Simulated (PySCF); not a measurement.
H2O4S, SMILES O=S(O)(=O)O.

The structure is a stationary point at TPSSh-D3(BJ)/def2-SVP. One conformer was computed; it need not be the lowest.

Method: TPSSh-D3(BJ)/def2-SVP run with PySCF 2.14.0.

Frequencies are harmonic and unscaled.

Give all harmonic wavenumbers and intensities. (An estimate is asked for; the answer gives what the named calculation found.)


| mode | ν (cm⁻¹) | IR (km/mol) | Raman (Å⁴/amu) | depolarisation | moving atoms (share of kinetic energy) |
|---|---|---|---|---|---|
| 1 | 244 | 85.1 | 6.3 | 0.74 | H 68 %, O 30 % |
| 2 | 318 | 57.2 | 1.5 | 0.75 | H 88 %, O 11 % |
| 3 | 349 | 5.7 | 2.3 | 0.68 | O 97 % |
| 4 | 417 | 25.9 | 0.7 | 0.71 | O 65 %, H 35 % |
| 5 | 460 | 55.3 | 3.8 | 0.75 | O 64 %, S 18 %, H 18 % |
| 6 | 506 | 52.5 | 4.7 | 0.61 | O 80 %, S 18 % |
| 7 | 513 | 25.2 | 4.4 | 0.75 | O 83 %, S 16 % |
| 8 | 786 | 112.7 | 18.0 | 0.01 | O 80 %, S 19 % |
| 9 | 846 | 345.9 | 1.9 | 0.75 | S 50 %, O 50 % |
| 10 | 1117 | 69.6 | 3.6 | 0.61 | H 89 %, O 10 % |
| 11 | 1134 | 84.8 | 4.5 | 0.75 | H 77 %, O 22 % |
| 12 | 1187 | 175.4 | 11.1 | 0.12 | O 72 %, S 28 % |
| 13 | 1440 | 257.9 | 2.3 | 0.75 | S 48 %, O 46 % |
| 14 | 3717 | 194.8 | 42.4 | 0.75 | H 94 % |
| 15 | 3721 | 47.9 | 96.5 | 0.17 | H 94 % |
